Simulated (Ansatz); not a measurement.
Cartesian coordinates in Å:
```
C 0.0841 -0.3517 -1.3811
C -0.0205 -0.7831 0.0719
In -0.0807 0.8573 1.4520
Cl 0.0939 3.0720 0.7497
Cl -0.3170 0.7070 3.7600
H -0.7678 0.2567 -1.6907
H 0.1177 -1.2266 -2.0378
H 0.9848 0.2351 -1.5710
H 0.8278 -1.3983 0.3812
H -0.9224 -1.3684 0.2657
```

Charge 0, multiplicity 1. In takes the def2 core potential.

(1) List the ωB97M-V/def2-TZVPP orbital energies in eV (the Gaussian-basis code of Ansatz). (Estimate.)

Answers

(1) The calculation gave: Occupied: -2771.46, -2771.40, -282.36, -281.81, -261.83, -261.77, -199.29, -199.23, -199.19, -199.17, -199.13, -199.12, -132.16, -88.61, -88.37, -88.30, -25.80, -25.73, -25.25, -24.96, -24.91, -24.29, -24.12, -23.73, -20.36, -15.61, -15.23, -14.14, -13.59, -12.85, -12.00, -11.60, -11.50, -11.11, -10.93, -10.27. Lowest empty: 0.06, 0.26, 1.52, 1.82, 2.29, 3.12, 3.90, 4.19.
